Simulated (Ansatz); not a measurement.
Stepwise reaction of `O[Si](F)(Cl)Cl` with water, as a gas-phase model of exchange steps in deposition or etching. ΔE in kJ/mol.

Gas-phase electronic energies from Ansatz, PBE0-D4/def2-TZVP geometries. CCSD(T)/CBS adds triple-zeta CCSD(T) − MP2 to the extrapolated MP2 energy (def2 sets, frozen cores). This one scheme is used for every species. DFT in def2-TZVPP. B3LYP here is the variant with VWN-RPA as its local correlation; programs differ in this. One conformer a species, not always the lowest.

```
step                                      reaction  PBE-D4  B3LYP-D4  ωB97M-V  CCSD(T)/CBS
   2  `O[Si](O)(F)Cl` + H₂O → `O[Si](O)(O)F` + HCl    -7.9     -16.4    -14.9        -14.3
```

(1) Give the row of step 1, `O[Si](F)(Cl)Cl` + H₂O → `O[Si](O)(F)Cl` + HCl. (Estimate.)

(2) By hand: ΔE of the 2 steps together at CCSD(T)/CBS.

## Answers

(1) Computed: 
| step | reaction | PBE-D4 | B3LYP-D4 | ωB97M-V | CCSD(T)/CBS |
| --- | --- | --- | --- | --- | --- |
| 1 | `O[Si](F)(Cl)Cl` + H₂O → `O[Si](O)(F)Cl` + HCl | -9.6 | -18.5 | -17.3 | -16.2 |

(2) (-16.2) + (-14.3) = -30.5 kJ/mol, or -15.2 kJ/mol a step.

In ΔE the steps differ by no more than 1.9 kJ/mol. All are downhill at CCSD(T)/CBS. PBE-D4 differs from CCSD(T)/CBS by 6.4 to 6.6 kJ/mol a step. Isolated molecules leave out the surface, adducts and barriers. Largest T1 diagnostic: 0.011.
